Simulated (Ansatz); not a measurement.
## Abstraction of F: GeF4 + C2H2F3 → GeF3 + C2H2F4

Species: GeF4 (tetrafluorogermane) `[F][Ge]([F])([F])[F]`, singlet; C2H2F3 `[CH2]C(F)(F)F`, doublet; GeF3 `[F][Ge]([F])[F]`, doublet; C2H2F4 (norflurane) `FCC(F)(F)F`, singlet. A radical takes F: the energy is the difference in strength between the Ge–F bond broken and the C–F bond made.

Shapes, held fixed at every level: PBE0-D4/def2-TZVP. Programs: Ansatz 0.2.0. The zero-point and thermal change to 298 K, harmonic and unscaled (PBE0-D4/def2-TZVP), is +10.2 kJ/mol.

| level | kind | ΔH(298 K) (kJ/mol) | less CCSD(T)/def2-TZVPP | CPU time (sum over the molecules) |
| --- | --- | --- | --- | --- |
| HF/def2-TZVPP | Hartree–Fock | +110.4 | +23.9 | – |
| PBE-D4/def2-TZVPP | GGA | +44.9 | -41.6 | 27 s |
| PBE0-D4/def2-TZVPP | global hybrid | +62.4 | -24.1 | 32 s |
| r2SCAN0-D4/def2-TZVPP | global hybrid | +83.9 | -2.6 | 58 s |
| wB97M-V/def2-TZVPP | range-separated hybrid | +60.7 | -25.8 | 1.9 min |
| B2PLYP/def2-TZVPP | double hybrid | +72.7 | -13.8 | 54 s |
| CCSD(T)/def2-SVP | coupled cluster or CI | +77.4 | -9.1 | 90 s |
| CCSD(T)/def2-TZVPP | coupled cluster or CI | +86.5 | 0.0 | 34 min |

The highest level, CCSD(T)/def2-TZVPP, gives ΔH(298 K) = +86.5 kJ/mol; the levels span +44.9 to +110.4. The column of differences is taken from that level and isn't an error. No measured value is set beside it here. Open shells run unrestricted. Relativity is left out for Ge. Outer-core shells of Ge are correlated, in sets that cover them unevenly. Times are processor times on shared x86 and Arm servers, and rough.
